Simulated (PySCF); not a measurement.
Species: C₃H₃Cl₂FGe.
SMILES: `FC(Cl)(Cl)C#[C][GeH3]`

Computed, not measured: PBE0-D3(BJ)/def2-SVP geometry optimisation, gas phase (PySCF 2.14.0).

Masses are those of the commonest isotopes; rigid-rotor values at the optimised geometry. 

Question: Give the principal moments of inertia and the rotational constants in MHz.

Answer: Ia = 220.11, Ib = 1231.14, Ic = 1314.45 u·Å²; 505379 MHz·u·Å²/I gives A = 2296, B = 410.5, C = 384.5 MHz.

Question: Classify the top.

Answer: A near-prolate asymmetric top. Ray's parameter κ = (2B − A − C)/(A − C) = -0.973; −1 is the prolate and +1 the oblate limit.

Question: What does the inertial defect say?

Answer: Not planar: Δ = Ic − Ia − Ib = -136.80 u·Å². For a rigid frame Δ = −2 Σ m c², so Σ m c² = 68.40 u·Å² lies off the ab plane: 3.22 from hydrogen and 65.18 from heavier atoms. The atom farthest from that plane is 1.58 Å away.

Question: Give the coordinates in the principal-axis frame, origin at the centre of mass.

Answer: The sense of each axis is arbitrary; atoms in the order of the calculation.
```
atom  mass (u)   a (Å)   b (Å)   c (Å)
  F1    18.998   2.097   0.001  -1.585
  C2    12.000   1.721   0.000  -0.299
 Cl3    34.969   2.398  -1.457   0.474
 Cl4    34.969   2.396   1.457   0.475
  C5    12.000   0.273  -0.001  -0.180
  C6    12.000  -0.940   0.000  -0.093
 Ge7    73.921  -2.842   0.000   0.048
  H8     1.008  -3.224  -0.819   1.287
  H9     1.008  -3.411  -0.637  -1.226
 H10     1.008  -3.310   1.453   0.187
```

Question: Predict some low-J microwave lines.

Answer: The dipole components are |μa| = 2.34 D, |μb| = 0.00 D, |μc| = 0.39 D. Intensities carry the squares of the components, which stand as 1.00 : 0.00 : 0.03 (a : b : c). Some of the stronger lines:

```
type  branch         J(Ka,Kc)   MHz  lower level (cm⁻¹)
   a       R  1(0,1) ← 0(0,0)   795               0.000
   a       R  2(1,2) ← 1(1,1)  1564               0.089
   a       R  2(0,2) ← 1(0,1)  1590               0.027
   a       R  2(1,1) ← 1(1,0)  1616               0.090
   c       Q  2(1,2) ← 2(0,2)  1860               0.080
   c       Q  1(1,1) ← 1(0,1)  1886               0.027
   c       R  1(1,0) ← 0(0,0)  2706               0.000
   c       R  2(1,1) ← 1(0,1)  3527               0.027
   c       Q  2(2,1) ← 2(1,1)  5657               0.144
   c       R  2(2,0) ← 1(1,0)  7273               0.090
   c       R  2(2,1) ← 1(1,1)  7298               0.089
```

No frequency check. No vibrational averaging or centrifugal distortion is included, and the geometry carries the error of its method. A rigid rotor knows nothing of internal rotation, which can split or shift real lines. Quadrupole hyperfine structure (35Cl) is left out.
